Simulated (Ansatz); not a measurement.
`O=C[SiH](O)O` + H–F → `O[SiH](O)F` + `C=O`  (ligand exchange at the Si–C bond)

Computed with Ansatz on PBE0-D4/def2-TZVP structures; ΔE is electronic, products minus reactants. CBS: MP2 limit from def2 TZ/QZ plus the TZ coupled-cluster correction, frozen cores. This one scheme is used for every species. DFT in def2-TZVPP. HSE06 is defined as in plane-wave codes. Each species was taken in one conformer, which may not be the lowest.

```tsv
level	ΔE (eV)
PBE-D4	-1.66
BLYP-D4	-1.76
HSE06-D4	-1.73
CAM-B3LYP-D4	-1.88
B2PLYP	-1.89
revPBE	-1.71
HSE06	-1.77
CCSD(T)/def2-SVP	-1.81
```

(1) What does CCSD(T)/CBS give? (Best estimate.)

(2) What do rigid-rotor, harmonic-oscillator terms from PBE0-D4/def2-TZVP frequencies (298.15 K, 1 bar) make of the CCSD(T)/CBS value? (Best estimate.)

Largest T1 diagnostic among the species: 0.015.

## Answers

(1) Ansatz gave: -1.80 eV. The listed levels differ from it by 0.14, 0.04, 0.07, -0.08, -0.09, 0.09, 0.03, -0.01 eV.

(2) The calculation gave: ΔZPE = +0.04 eV, ΔH = -1.79 eV, ΔS = 15 J/(mol·K), ΔG = -1.83 eV.

Leaving LDA and LC-ωPBE aside and taking each functional with its dispersion term where it has one, the values, not all of them listed here, spread over 0.30 eV, from BHLYP-D4 to revPBE-D4. LDA lies +0.04 eV from PBE without D4. From PBE to PBE0 (25 % exact exchange), in def2-TZVPP and without D4, ΔE moves by −0.07 eV.
